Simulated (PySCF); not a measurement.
C$_{2}$H$_{6}$Cl$_{2}$Si (SMILES C[Si](C)(Cl)Cl), singlet, at a GFN2-xTB geometry. Base run: B3LYP/6-31G** run with PySCF.

Here is a job for PySCF.
```python
from pyscf import gto, scf, dft

mol = gto.M(
    atom='''
C     1.39412504   -1.53470091   -0.23312337
Si   -0.02280346   -0.29923318    0.05226009
C    -1.59822436   -1.14354604    0.70087042
Cl    0.58008648    1.10144890    1.39720879
Cl   -0.44748036    0.63864468   -1.70111043
H     1.11693539   -2.29088516   -0.96147875
H     2.28529446   -1.03451143   -0.60339701
H     1.66362802   -2.04466112    0.68690871
H    -2.39633076   -0.42253728    0.85786579
H    -1.96333966   -1.88823681   -0.00004098
H    -1.41664703   -1.64201277    1.64834648
''',
    basis='6-31g**',
    verbose=5,
)

mf = dft.RKS(mol)
mf.xc = 'b3lyp'
mf.kernel()
```

Variants of this job, named by their change:

```csv
change,ΔE vs base (mEh),fitting functions,dipole (D)
base,0.000,-,2.48
only_dfj = on; auxbasis = def2-universal-jfit,-0.317,317,2.48
auxbasis = even-tempered beta=1.6,0.009,1392,2.48
auxbasis = cc-pvtz-jkfit,-0.022,701,2.48
auxbasis = def2-tzvp-ri,…,…,2.48
auxbasis = even-tempered beta=3.0,-2.961,635,2.48
auxbasis = even-tempered beta=2.0,-0.009,906,2.48
auxbasis = cc-pvtz-ri,…,…,2.48
"exchange = seminumerical (SGX) (with mf = sgx.sgx_fit(mf, auxbasis='def2-universal-jfit'); with mf.with_df.dfj = True)",-0.326,317,2.48
auxbasis = default (with mf = mf.density_fit()),…,…,2.48
```

Some entries are withheld; supply them.


- auxbasis = def2-tzvp-ri, ΔE vs base (mEh): -64.296
- auxbasis = def2-tzvp-ri, fitting functions: 581
- auxbasis = cc-pvtz-ri, ΔE vs base (mEh): -31.861
- auxbasis = cc-pvtz-ri, fitting functions: 708
- auxbasis = default (with mf = mf.density_fit()), ΔE vs base (mEh): -0.128
- auxbasis = default (with mf = mf.density_fit()), fitting functions: 614

A fitting set is made for a task (jfit for Coulomb, jkfit for Coulomb and exchange, ri for correlation) and for a family of orbital bases.
